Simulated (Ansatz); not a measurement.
A series at Si: from `CO[SiH](O)[SiH](O)O`, ligands are replaced one by one, each step taking up H₂ and setting free H₂O; n counts the steps. Ansatz, PBE0-D4/def2-TZVP geometries. Each molecule was computed in one conformer, which needn't be the lowest.

```json
{"n": "0", "molecule": "`CO[SiH](O)[SiH](O)O`", "HOMO energy, ωB97M-V/def2-TZVPP (eV)": "-9.30"}
{"n": "1", "molecule": "`CO[SiH](O)[SiH2]O`", "HOMO energy, ωB97M-V/def2-TZVPP (eV)": "-9.52"}
{"n": "2", "molecule": "`CO[SiH2][SiH2]O`", "HOMO energy, ωB97M-V/def2-TZVPP (eV)": "-9.76"}
{"n": "3", "molecule": "`CO[SiH2][SiH3]`", "HOMO energy, ωB97M-V/def2-TZVPP (eV)": "?"}
```

Q: By hand: fit a straight line y = ȳ + b (n − n̄) to the 3 given rows and predict n = 3.

A: n̄ = 1.000, ȳ = -9.527; Σ(n − n̄)(y − ȳ) = -0.460, Σ(n − n̄)² = 2.000, so b = -0.230 eV a step. Prediction: -9.527 + (-0.230) × (2.000) = -9.99 eV.

Q: By hand: compare with the computed value, -10.19 eV, and give the steps along the whole series.

A: The line misses by -0.20 eV (computed minus predicted). Steps: -0.22, -0.24, -0.43 eV.

The steps grow at each stage, from -0.22 to -0.43 eV, so the series is curved and an end member is harder to predict than an inner one. The highest orbital can change its character along such a series. The miss is 22.5 % of the series' range.
